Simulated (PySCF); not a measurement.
Isomers of C6H8P2. Level of theory: TDDFT wB97X-D/def2-SVPD, vertical, gas phase, core orbitals frozen in the response in PySCF 2.14.0, density-fitted response routines. Geometries: GFN2-xTB; one conformer of each isolated species. Triplets are in the Tamm–Dancoff approximation.

A. `Cc1ccpc(C)p1`
B. `C=Cc1ccp(P)c1`
C. `Cc1cc(C)pcp1`

Lowest singlet levels (six at most, fewer where fewer were computed) with oscillator strengths:

1. 4.27 eV (f 0.192); 4.52 eV (f 0.020); 5.55 eV (f 0.095); 5.74 eV (f 0.158); 6.07 eV (f 0.072); 6.13 eV (f 0.608); T1 2.85 eV
2. 4.11 eV (f 0.003); 4.31 eV (f 0.018); 4.47 eV (f 0.000); 4.59 eV (f 0.057); 5.25 eV (f 0.183); 5.26 eV (f 0.093); T1 2.87 eV
3. 4.13 eV (f 0.027); 4.47 eV (f 0.000); 4.49 eV (f 0.019); 4.56 eV (f 0.111); 5.23 eV (f 0.000); 5.28 eV (f 0.007); T1 2.87 eV

Problem. Match each spectrum to its molecule.

Solution. 1 = B, 2 = A, 3 = C.
- A: S1 at 4.11 eV, HOMO→LUMO+1 (46%), HOMO-1→LUMO (41%), HOMO→LUMO (8%); Löwdin shares by element: HOMO carbon 37% or more, phosphorus 36% (atoms not listed hold the other 27%); LUMO phosphorus 40%, carbon 37% or more (atoms not listed hold the other 24%); HOMO -8.62 and LUMO -0.26 eV.
- B: S1 at 4.27 eV, HOMO→LUMO (81%), HOMO-1→LUMO (11%); Löwdin shares by element: HOMO phosphorus 39%, carbon 25% or more (atoms not listed hold the other 36%); LUMO carbon 32% or more, phosphorus 26% (atoms not listed hold the other 42%); HOMO -8.16 and LUMO 0.03 eV.
- C: S1 at 4.13 eV, HOMO→LUMO+1 (71%), HOMO-2→LUMO (28%); Löwdin shares by element: HOMO phosphorus 38%, carbon 36% or more (atoms not listed hold the other 26%); LUMO phosphorus 39%, carbon 37% or more (atoms not listed hold the other 24%); HOMO -8.46 and LUMO -0.16 eV; point group C2v, 2 of its 6 listed states under f = 0.0005.
A and C have S1 within 0.02 eV of each other; their strongest listed levels stand at 5.25 eV (f 0.183) and 4.56 eV (f 0.111).
B and C have S1 within 0.15 eV of each other; their strongest listed levels stand at 6.13 eV (f 0.608) and 4.56 eV (f 0.111).
